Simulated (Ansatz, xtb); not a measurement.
## Ranking isomers of C3H8BP

7 gas-phase structures of C3H8BP, from a drawn sample of its isomers (lower ones may exist). Each was relaxed with GFN2-xTB; where two conformers were screened, the lower at r2SCAN-D4/def2-SVP is listed:

A. `C=CCBP`, a singlet
B. `CC#C[BH2-][PH3+]`, a singlet
C. `[BH3-][P+]1(C)C=C1`, a singlet
D. `C=CB(C)P`, a singlet
E. `C#CC[BH2-][PH3+]`, a singlet
F. `[BH3-][P@H+](C)C#C`, a singlet
G. `C=C(C)BP`, a singlet

Which do you expect lowest at r2SCAN-D4/def2-SVP, and how would the others follow?

Calculated order at r2SCAN-D4/def2-SVP: D (0.000), G (0.378), A (0.578), B (1.508), C (1.820), F (1.842), E (1.994) eV. Less than 1 kcal/mol parts C and F, so the order within that pair means little.

Energies above the lowest of each column, in eV; the last columns are at PBE-D3(BJ)/def2-SVP geometries and were run for some of them only (a dash: not run or not comparable):

```
structure  GFN2-xTB  HF/STO-3G  r2SCAN-D4/def2-SVP  PBE-D3(BJ)/def2-SVP  CCSD(T)/def2-SVP + ΔMP2/def2-TZVPP
        D     0.263      0.000               0.000                0.000                               0.000
        G     0.000      0.285               0.378                0.331                               0.336
        A     0.130      0.515               0.578                0.537                               0.547
        B     0.537      1.466               1.508                    –                                   –
        C     1.286      2.439               1.820                    –                                   –
        F     0.670      1.675               1.842                    –                                   –
        E     0.899      2.052               1.994                    –                                   –
```

CCSD(T)/def2-SVP + ΔMP2/def2-TZVPP puts D lowest of those it was run on; GFN2-xTB picks G. Flexible structures stand in one conformer each, not always the lowest. Frequencies (GFN2-xTB) were run for A, D, G alone. ΔMP2 is the change of the MP2 energy from the smaller to the larger basis.

Over these structures GFN2-xTB departs from r2SCAN-D4/def2-SVP by 0.394 eV on average once a common shift is removed. A GFN2-xTB relaxation took about 0.22 s and the r2SCAN-D4/def2-SVP energy about 2 s on a shared host (Ansatz 0.2.0, xtb 6.7.1).
